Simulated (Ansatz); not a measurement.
`[F][Ti]([F])([I])[I]` and `[F][Hf]([F])([I])[I]` differ in one element.

Ansatz, PBE0-D4/def2-TZVP geometries, multiplicity 1. 

Elements past krypton have def2 core potentials. Scalar relativity is left out up to krypton. Spin–orbit coupling is left out; it splits and shifts lone-pair levels of the heavy atoms by tenths of an eV.

```json
{"property": "size of the dipole moment (ωB97M-V/def2-TZVPP) / D", "`[F][Ti]([F])([I])[I]`": "0.53"}
{"property": "HOMO energy (B3LYP/def2-TZVPP) / eV", "`[F][Ti]([F])([I])[I]`": "-7.85"}
{"property": "HOMO–LUMO gap (PBE0/def2-TZVPP) / eV", "`[F][Ti]([F])([I])[I]`": "4.41"}
{"property": "HOMO–LUMO gap (ωB97M-V/def2-TZVPP) / eV", "`[F][Ti]([F])([I])[I]`": "8.38"}
{"property": "LUMO energy (ωB97M-V/def2-TZVPP) / eV", "`[F][Ti]([F])([I])[I]`": "-1.71"}
{"property": "zero-point energy (PBE0-D4/def2-TZVP) / kJ/mol", "`[F][Ti]([F])([I])[I]`": "17.0"}
```

**Question.** Give the same properties after the change, and the shifts. (Best estimate.)

**Answer.** Ansatz gave: 
```json
{"property": "size of the dipole moment (ωB97M-V/def2-TZVPP) / D", "`[F][Hf]([F])([I])[I]`": "0.24", "shift": "-0.29"}
{"property": "HOMO energy (B3LYP/def2-TZVPP) / eV", "`[F][Hf]([F])([I])[I]`": "-7.88", "shift": "-0.03"}
{"property": "HOMO–LUMO gap (PBE0/def2-TZVPP) / eV", "`[F][Hf]([F])([I])[I]`": "5.95", "shift": "1.54"}
{"property": "HOMO–LUMO gap (ωB97M-V/def2-TZVPP) / eV", "`[F][Hf]([F])([I])[I]`": "9.91", "shift": "1.53"}
{"property": "LUMO energy (ωB97M-V/def2-TZVPP) / eV", "`[F][Hf]([F])([I])[I]`": "-0.26", "shift": "1.45"}
{"property": "zero-point energy (PBE0-D4/def2-TZVP) / kJ/mol", "`[F][Hf]([F])([I])[I]`": "13.8", "shift": "-3.2"}
```

With PBE0 the HOMO falls by 0.05 eV and the LUMO rises by 1.50 eV, so the gap widens by about 1.55 eV. PBE moves the HOMO by -0.02 eV and ωB97M-V by -0.08 eV. Dipoles are sizes alone; their direction can turn.

B3LYP here is the variant with VWN-RPA as its local correlation; programs differ in this.
